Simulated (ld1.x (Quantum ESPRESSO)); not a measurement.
## Building the ultrasoft potential for copper (Cu) (LDA (PZ), scalar-relativistic).

- Element: Cu (Z = 29)
- Generator: ld1.x (Quantum ESPRESSO) 7.5
- Type: ultrasoft
- Functional: LDA (PZ)
- Relativity: scalar-relativistic
- Frozen core: [Ar]
- Valence charge: 11
- Reference configuration: 3d10 4s1 4p0
- Partial waves: 4s (bound): rcut 2.00, rcutus 2.20 bohr; 4s channel at 3.05 Ry: rcut 2.00, rcutus 2.20 bohr; 4p (bound, empty): rcut 2.75, rcutus 3.55 bohr; 4p channel at 0.95 Ry: rcut 2.75, rcutus 3.55 bohr; 3d (bound): rcut 1.30, rcutus 1.35 bohr; 3d channel at 0.1 Ry: rcut 1.30, rcutus 1.35 bohr
- Local potential: all-electron potential smoothed inside 1.75 bohr (lloc = -1)
- Core correction: a·sin(br)/r model core inside 1.15 bohr
- Augmentation charge: PSQ, inside the norm-conserving radii

All-electron outer shells of the reference configuration (LDA (PZ), scalar-relativistic, ld1.x):

```
shell  level (eV)  outermost node (bohr)  outermost maximum (bohr)
   3s     -114.15                   0.29                      0.61
   3p      -72.03                   0.26                      0.62
   3d       -5.32                      –                      0.60
   4s       -4.87                   0.89                      2.24
   4p       -0.79                   0.98                      3.52
```

What the tests gave:

* Largest excitation error: -2374 meV (all-electron minus pseudo) for 3d7 4s0 4p0, out of 7 test configurations
* Lowest eigenvalue of the overlap operator: -3.52 (p channel); it is negative, so in a basis up to 400 Ry S is not positive definite and the file is unfit for use
* Density cutoff estimated by the generator: 255 Ry

The ghost test of this file was not conclusive. Its overlap operator is not positive definite in a basis up to 400 Ry (lowest eigenvalue p -3.52), so the file is unfit for use: the generalised eigenproblem breaks down once the basis is large enough, and its test numbers describe a broken file.

Generation and tests took about 1.8 s on one core of a shared server CPU.
